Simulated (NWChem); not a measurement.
System meant: SiN2H4Cl2; SMILES N[Si](N)(Cl)Cl

The following NWChem deck was run.

```
start job
memory heap 200 mb stack 900 mb global 1100 mb
geometry units angstroms noautoz
  N      0.276619    -1.357973    -1.354515
  Si     0.000000     0.000000    -0.360513
  N     -0.276619     1.357973    -1.354515
  Cl     1.660266     0.079074     0.896022
  Cl    -1.660266    -0.079074     0.896022
  H     -0.413020    -1.603742    -2.055406
  H      0.758086    -2.170305    -0.989371
  H      0.413020     1.603742    -2.055406
  H     -0.758086     2.170305    -0.989371
end
basis spherical
  * library def2-svp
end
dft
  odft
  mult 2
  xc pbe0
  iterations 150
  mulliken
end
task dft energy
```

End of the output:

```
                                 NWChem DFT Module
                                 -----------------

 Summary of "ao basis" -> "ao basis" (spherical)
 ------------------------------------------------------------------------------
       Tag                 Description            Shells   Functions and Types
 ---------------- ------------------------------  ------  ---------------------
 N                          def2-svp                 6       14   3s2p1d
 Si                         def2-svp                 8       18   4s3p1d
 Cl                         def2-svp                 8       18   4s3p1d
 H                          def2-svp                 3        5   2s1p

 Summary of "ao basis" -> "ao basis" (spherical)
 ------------------------------------------------------------------------------
       Tag                 Description            Shells   Functions and Types
 ---------------- ------------------------------  ------  ---------------------
 N                          def2-svp                 6       14   3s2p1d
 Si                         def2-svp                 8       18   4s3p1d
 Cl                         def2-svp                 8       18   4s3p1d
 H                          def2-svp                 3        5   2s1p

      Symmetry analysis of basis
      --------------------------

        a          52
        b          50

  number of electrons :                   66
  multiplicity        :                    2
 ------------------------------------------------------------------------
  no. of electrons and multiplicity not compatible                  66
 ------------------------------------------------------------------------
 ------------------------------------------------------------------------
  current input line :
    24: task dft energy
 ------------------------------------------------------------------------
 ------------------------------------------------------------------------
 There is an error in the input file
 ------------------------------------------------------------------------
 For more information see the NWChem manual at https://nwchemgit.github.io

0: no. of electrons and multiplicity not compatible:Received an Error in Communication
```

Find the fault in this run and fix the input.

The program refused the input. Cause: the multiplicity doesn't fit the number of electrons (an even count wants an odd multiplicity, and the reverse). This input runs:
```
start job
memory heap 200 mb stack 900 mb global 1100 mb
geometry units angstroms noautoz
  N      0.276619    -1.357973    -1.354515
  Si     0.000000     0.000000    -0.360513
  N     -0.276619     1.357973    -1.354515
  Cl     1.660266     0.079074     0.896022
  Cl    -1.660266    -0.079074     0.896022
  H     -0.413020    -1.603742    -2.055406
  H      0.758086    -2.170305    -0.989371
  H      0.413020     1.603742    -2.055406
  H     -0.758086     2.170305    -0.989371
end
basis spherical
  * library def2-svp
end
dft
  xc pbe0
  iterations 150
  mulliken
end
task dft energy
```
It converges to -1320.96659 Ha (PBE0/def2-SVP).
